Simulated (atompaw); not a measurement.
LDA (PW92) PAW (atompaw) dataset for cobalt, scalar-relativistic all-electron reference.

The input file (atompaw 4.2.0.5):

```
Co 27
LDA-PW scalarrelativistic loggrid 1500 logderivrange -5 5 251
4 4 3 0 0 0
4 0 0
4 1 0
3 2 6
0 0 0
c
c
c
v
c
c
v
v
3
1.80 1.40 1.20 1.00
y
-1.8
n
y
3
n
y
1.75
n
y
-0.15
y
2.4
n
custom rrkj gramschmidtortho sinc
bessel
1.80
1.80
1.65
1.80
1.60
1.60
1.80
1.80
PWSCFOUT
UPFDX 0.0125d0 UPFXMIN -7.d0 UPFZMESH 27.d0
END
```

Command:

```bash
atompaw < Co.input > Co.log
```

The program printed (summary file):

```
Completed calculations for Co (AE)

 Exchange-correlation type: LDA, Perdew-Wang correlation

 Radial integration grid is logarithmic
 r0 =   3.0804019E-04 h =   8.3170852E-03   n =      1500 rmax =   8.0000000E+01

 Scalar relativistic calculation

 AEatom converged in  22 iterations
   nz     =  27.00
   delta  =       3.903741230761E-16

 All Electron Orbital energies:
  n  l      occupancy      energy
  1  0      2.0000000E+00 -5.5976549E+02
  2  0      2.0000000E+00 -6.8828035E+01
  3  0      2.0000000E+00 -1.0309505E+01
  4  0      0.0000000E+00 -2.3853494E+00
  2  1      6.0000000E+00 -5.9445532E+01
  3  1      6.0000000E+00 -7.6217075E+00
  4  1      0.0000000E+00 -1.8181424E+00
  3  2      6.0000000E+00 -3.3428143E+00

 Total energy
   Total                    :    -2776.95717037249824

 ---
 Completed calculations for Co (SC)

 Exchange-correlation type: LDA, Perdew-Wang correlation

 Radial integration grid is logarithmic
 r0 =   3.0804019E-04 h =   8.3170852E-03   n =      1500 rmax =   8.0000000E+01

 Scalar relativistic calculation

 SCatom converged in   2 iterations
   nz     =  27.00
   delta  =       5.793039271673E-17

 Valence Electron Orbital energies:
  n  l      occupancy      energy
   4  0      0.0000000E+00 -2.3853494E+00
   4  1      0.0000000E+00 -1.8181424E+00
   3  2      6.0000000E+00 -3.3428143E+00

 Total energy
   Total                    :    -2776.95717035965345
   Valence                  :     -151.79315922498824

 PAW parameters:
       lmax =            3
         rc =    1.8026697348837382
        irc =         1044
   rc_shape =    1.4045370778305550
    rc_vloc =    1.2092070485458772
    rc_core =    1.0069619094910682
   Vloc: truncated form - Vps(r)=A.sin(qr)/r for r<rc
   Projector type: RRKJ pseudization + Gram-Schmidt ortho.
   Sinc^2 compensation charge shape zeroed at   1.4045E+00

 Number of basis functions     8
 No.   n  nodes  l      Energy         Cp coeff         Occ
  1    4    3    0   -0.2385349E+01  0.1000000E+01  0.0000000E+00
  2  999    4    0   -0.1800000E+01  0.1663880E-02  0.0000000E+00
  3    4    2    1   -0.1818142E+01  0.1000000E+01  0.0000000E+00
  4  999    3    1    0.3000000E+01  0.4081857E-01  0.0000000E+00
  5    3    0    2   -0.3342814E+01  0.1000000E+01  0.6000000E+01
  6  999    1    2    0.1750000E+01  0.1927982E+00  0.0000000E+00
  7  999    0    3   -0.1500000E+00  0.1000000E+01  0.0000000E+00
  8  999    1    3    0.2400000E+01 -0.1400432E+00  0.0000000E+00

 Eigenvalues of overlap operator (in the basis of projectors):
    1        1.33643372E+00
    2        1.70322273E+00
    3        1.97924593E+00
    4        2.33084596E+00
    5        6.17769042E+00
    6        1.54307166E+01
    7        4.74305062E+01
    8        5.88223035E+01

 Orbital leakage outside PAW augmentation regions
   orb  is_core?  %out_of_sphere
   1 0    T          -0.00
   2 0    T           0.00
   3 0    T           0.39
   4 0    F          68.50
   2 1    T           0.00
   3 1    T           0.95
   4 1    F          80.07
   3 2    F           5.85

 Summary of PAW energies
   Total valence energy     :   -151.79317403338362
   Smooth energy            :     31.03563375730599
   One center               :   -182.82880779068961
   Smooth kinetic           :     20.27079158855351
   Vloc energy              :      1.15094349185042
   Smooth exch-corr         :    -17.24084737864012
   One-center xc            :    -94.45288074859869
```

Note: ghost states, extra bound levels that the all-electron valence spectrum of the same l lacks: p at -159.5 eV, s at -55.2 eV. A true bound ghost makes a file unfit for plane-wave use.

The run took about 3.3 s on one core of a shared server CPU.
